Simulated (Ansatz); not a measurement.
A nudged elastic band was laid between two geometries of C2H6AlNOSi (12 atoms, charge 0, multiplicity 1).

These are results of RKS r2SCANh/6-31G* (Ansatz 0.2.0), not measurements.

```json
{
 "movable images": "7",
 "climbing image": "yes",
 "spring": "5.0 eV/Å²",
 "optimiser": "quadratic models (default)",
 "start path": "IDPP",
 "force threshold": "0.05 eV/Å",
 "iteration limit": "60",
 "end points": "relaxed"
}
```

Initial state:

```xyz
12
Properties=species:S:1:pos:R:3
C 1.036 -1.226 1.970
C 0.592 -0.418 0.812
N 1.386 0.108 -0.077
Al -0.427 0.524 -0.564
O -1.285 -0.074 -1.978
Si -1.938 1.500 -1.960
H 2.128 -1.317 2.036
H 0.593 -2.226 1.902
H 0.650 -0.786 2.896
H 2.405 -0.013 -0.031
H -3.422 1.561 -1.792
H -1.642 2.312 -3.180
```

Final state:

```xyz
12
Properties=species:S:1:pos:R:3
C 0.979 -1.219 2.001
C 0.525 -0.367 0.880
N 1.254 0.535 0.288
Al -0.460 0.477 -0.584
O -0.770 -0.073 -2.225
Si -1.904 1.197 -2.189
H 0.908 -2.272 1.707
H 0.303 -1.097 2.854
H 2.008 -0.999 2.317
H 2.225 0.716 0.567
H -3.325 0.775 -2.385
H -1.666 2.274 -3.198
```

What changes between the two ends?

No bond is made or broken. The dihedral H9–C1–C2–N3 goes from 124 to 2°. The two ends are copies of one structure, up to a mirror image or an exchange of like atoms.

Give the energies along the band, and the barrier.

The run converged. The highest image is number 4 of 0 to 8, 0.062 eV above the ends, which have the same energy within 2 meV. A vibrational analysis at the climbing image gives one clearly imaginary mode, 174i cm⁻¹: a first-order saddle point.

```json
{"image": "0", "path coordinate (Å)": "0.00", "energy (eV)": "0.000", "dihedral H9–C1–C2–N3 (°)": "124"}
{"image": "1", "path coordinate (Å)": "0.42", "energy (eV)": "0.007", "dihedral H9–C1–C2–N3 (°)": "109"}
{"image": "2", "path coordinate (Å)": "0.85", "energy (eV)": "0.028", "dihedral H9–C1–C2–N3 (°)": "93"}
{"image": "3", "path coordinate (Å)": "1.27", "energy (eV)": "0.051", "dihedral H9–C1–C2–N3 (°)": "77"}
{"image": "4", "path coordinate (Å)": "1.70", "energy (eV)": "0.062", "dihedral H9–C1–C2–N3 (°)": "60"}
{"image": "5", "path coordinate (Å)": "2.11", "energy (eV)": "0.052", "dihedral H9–C1–C2–N3 (°)": "45"}
{"image": "6", "path coordinate (Å)": "2.52", "energy (eV)": "0.029", "dihedral H9–C1–C2–N3 (°)": "30"}
{"image": "7", "path coordinate (Å)": "2.94", "energy (eV)": "0.008", "dihedral H9–C1–C2–N3 (°)": "15"}
{"image": "8", "path coordinate (Å)": "3.35", "energy (eV)": "0.000", "dihedral H9–C1–C2–N3 (°)": "2"}
```

What is the geometry of the highest image?


```xyz
12
Properties=species:S:1:pos:R:3
C 0.968 -1.209 2.019
C 0.515 -0.376 0.874
N 1.283 0.448 0.217
Al -0.462 0.474 -0.588
O -0.870 -0.108 -2.198
Si -1.918 1.235 -2.165
H 1.808 -1.845 1.712
H 0.171 -1.844 2.406
H 1.329 -0.564 2.830
H 2.275 0.579 0.450
H -3.368 0.896 -2.302
H -1.655 2.259 -3.221
```

What are the harmonic wavenumbers there?

174i, 88, 106, 150, 260, 325, 360, 433, 522, 535, 661, 701, 792, 799, 876, 1012, 1025, 1053, 1093, 1300, 1404, 1497, 1517, 1610, 2208, 2211, 3052, 3123, 3188, 3373 cm⁻¹.

Time of the run: 84 s on 2 threads of Intel(R) Xeon(R) 6975P-C (Granite Rapids), on a shared host, peak memory 0.31 GiB.
